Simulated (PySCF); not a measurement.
Telling isomers of C₇H₁₂O apart by NMR

- structure optimised with GFN2-xTB
- σ from GIAO-PBE0/pcSseg-1
- program: PySCF 2.14.0 with density-fitted response routines
- non-relativistic Hamiltonian, in vacuum, one computed conformer, fast rotation and ring inversion assumed for equivalent nuclei

Chemical shifts δ = σref − σ; 1H (σref 31.72), 13C (σref 186.93) against TMS, all at this level. Where no couplings were computed, multiplicities follow the n + 1 count of equivalent neighbours, and m marks all less simple cases (inequivalent or close neighbours, rings, F or P nearby). Shifts are as computed. Against solution values, carbons near 30 ppm lie about +3 ppm off and those near 130 ppm about +5 ppm. Of 1211 compounds with measured shifts, 218 miss one by over three times the rms of a fit or turn the order of signals round; such compounds aren't used in these exercises.

(1) Tabulate the signals of `C1CC(C2COC2)C1`, `CC(C)O[C@H]1[C@@H]2C[C@@H]21`, `C=CC1(OC)CCC1` and their relative energies.

(2) What is the quickest way to tell CC(C)O[C@H]1[C@@H]2C[C@@H]21 from C=CC1(OC)CCC1?

(3) What is the quickest way to tell C1CC(C2COC2)C1 from CC(C)O[C@H]1[C@@H]2C[C@@H]21?

(4) What is the quickest way to tell C1CC(C2COC2)C1 from C=CC1(OC)CCC1?

Results:

(1) 
```json
{"SMILES": "C1CC(C2COC2)C1", "carbon types": "2×CH 5×CH2", "δC": "78.4, 46.0, 40.0, 26.3, 16.6", "δH": "4.90 (m, 2H), 4.41 (m, 2H), 2.80 (m, 1H), 2.71 (m, 1H), 2.17 (m, 2H), 2.01 (m, 1H), 1.83 (m, 1H), 1.45 (m, 2H)", "E rel. (kcal/mol)": "0.1"}
{"SMILES": "CC(C)O[C@H]1[C@@H]2C[C@@H]21", "carbon types": "4×CH 1×CH2 2×CH3", "δC": "76.5, 72.7, 24.3, 16.0, 2.6", "δH": "3.60 (sept, 1H), 2.40 (m, 1H), 1.75 (m, 2H), 1.15 (d, 6H), 0.99 (m, 1H), -0.25 (m, 1H)", "E rel. (kcal/mol)": "12.0"}
{"SMILES": "C=CC1(OC)CCC1", "carbon types": "1×C 1×CH 4×CH2 1×CH3", "δC": "150.1, 121.1, 80.0, 50.8, 36.3, 11.7", "δH": "6.30 (m, 1H), 5.62 (m, 1H), 5.58 (m, 1H), 3.22 (s, 3H), 2.41 (m, 2H), 1.95 (m, 2H), 1.81 (m, 1H), 1.67 (m, 1H)", "E rel. (kcal/mol)": "0.0"}
```

Energies are electronic energies at PBE0/pcSseg-1 on these geometries, without zero-point or thermal terms, each for the one conformer computed, which needn't be the lowest.

(2) Count the carbon signals: 5 against 6. The first has an sp3 CH bonded to O at 76.5 ppm, the second an alkene CH at 150.1 ppm. In the proton spectra the most deshielded non-exchanging signals are 3.60 (sept, 1H) and 6.30 (m, 1H).

(3) Both give the same number of carbon signals, but DEPT or the intensities differ. The first has an sp3 CH2 bonded to O at 78.4 ppm, the second a methyl carbon (CH3) at 24.3 ppm. Their most deshielded carbons lie at 78.4 and 76.5 ppm. In the proton spectra the most deshielded non-exchanging signals are 4.90 (m, 2H) and 3.60 (sept, 1H).

(4) Count the carbon signals: 5 against 6. The first has an sp3 CH in a ring at 46.0 ppm, the second an alkene CH at 150.1 ppm. Their most deshielded carbons lie at 78.4 and 150.1 ppm. In the proton spectra the most deshielded non-exchanging signals are 4.90 (m, 2H) and 6.30 (m, 1H).
